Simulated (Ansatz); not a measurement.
Consider the atomization: `BB(C)CCl` → 2 B• + 2 C• + Cl• + 7 H•.

Program: Ansatz. Geometries: PBE0-D4/def2-TZVP. ΔE: electronic, gas phase. CBS: MP2 limit from def2 TZ/QZ plus the TZ coupled-cluster correction, frozen cores. This one scheme is used for every species, atoms too. Functionals use def2-TZVPP. No spin–orbit coupling; open shells (•) take unrestricted orbitals. Spin–orbit coupling would lower the free atoms: a little for B, C, Cl. Each species was taken in one conformer, which may not be the lowest.

```csv
level,ΔE (kJ/mol)
PBE-D4,4445.4
CCSD/def2-SVP,4126.9
MP2/def2-QZVPP,4357.8
HF/CBS(def2),3372.4
```

Q: What does CCSD(T)/CBS give? (Estimate.)

A: Computed: +4337.0 kJ/mol. The listed levels differ from it by 108.4, -210.1, 20.8, -964.6 kJ/mol.

Largest T1 diagnostic among the species: 0.014.

From r2SCAN to r2SCAN0 (25 % exact exchange), in def2-TZVPP and without D4, ΔE moves by −40.9 kJ/mol: exact exchange takes away binding that semilocal exchange gives to molecules. The D4 term adds +37.4 kJ/mol with B3LYP and +19.7 kJ/mol with PBE0; it sums over pairs of atoms, weighted by their polarisabilities, and B3LYP, whose exchange is more repulsive, gets the larger term.

B3LYP here is the variant with VWN-RPA as its local correlation; programs differ in this.

For atomizations the MP2-based limit and the directly extrapolated one differ by several kJ/mol either way, and by 10 to 25 for some Ge, Se and Sn compounds, so smaller differences from it don't rank the levels.
